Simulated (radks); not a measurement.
The numbers below are computed, except where a source is named.
Q: The table gives one normalised radial function P(r) = r R(r) of Ir in [Xe] 4f14 5d7 6s2 (r in bohr). Level of theory: scalar-relativistic Kohn-Sham, LDA (Slater exchange, Perdew-Zunger correlation), spin-polarised, spherical densities, finite nucleus; open shells are filled with parallel spins first (spin-orbit coupling, left out, can overturn this in heavy ions); Fermi nuclear charge, rms radius 5.4032 fm (a radial shooting solver on a logarithmic mesh with Libxc functionals).

r         P
0.003817   0.0193
0.00448    0.0250
0.005257   0.0322
0.006169   0.0414
0.007239   0.0529
0.008496   0.0672
0.00997    0.0846
0.0117     0.1056
0.01373    0.1302
0.01611    0.1582
0.01891    0.1887
0.02219    0.2200
0.02604    0.2492
0.0308     0.2730
0.03614    0.2831
0.04242    0.2739
0.04978    0.2384
0.05841    0.1712
0.06855    0.0707
0.08044   -0.0568
0.0944    -0.1956
0.1108    -0.3188
0.13      -0.3921
0.1526    -0.3817
0.179     -0.2671
0.2101    -0.0560
0.2465     0.2081
0.2893     0.4496
0.3395     0.5821
0.4016     0.5338
0.4713     0.2965
0.5531    -0.0777
0.6491    -0.4948
0.7617    -0.8492
0.8939    -1.0600
1.049     -1.0957
1.231     -0.9790
1.445     -0.7696
1.695     -0.5360
1.989     -0.3307
2.334     -0.1799
2.74      -0.0853
3.215     -0.0347
3.773     -0.0119
4.427     -0.0033
5.237     -0.0007
6.146     -0.0001
7.212     0.0000
8.464     0.0000
9.932     0.0000
11.66     0.0000
13.68     0.0000
16.05     0.0000

Which n and l does it have? It may be an empty orbital.

A: n = 5, l = 1: the number of nodes gives n - l - 1 = 3, the rise at small r (about r^(l+1), flatter next to the nucleus through relativity) gives l, and the extent must fit the shell. The curve is that of 5p down; the table hardly tells the two spins apart. 5p down: eigenvalue -54.058 eV, 3 radial nodes at r = 0.0751, 0.218, 0.537 bohr, <r> = 1.13 bohr, 90 % of the charge inside 1.65 bohr.
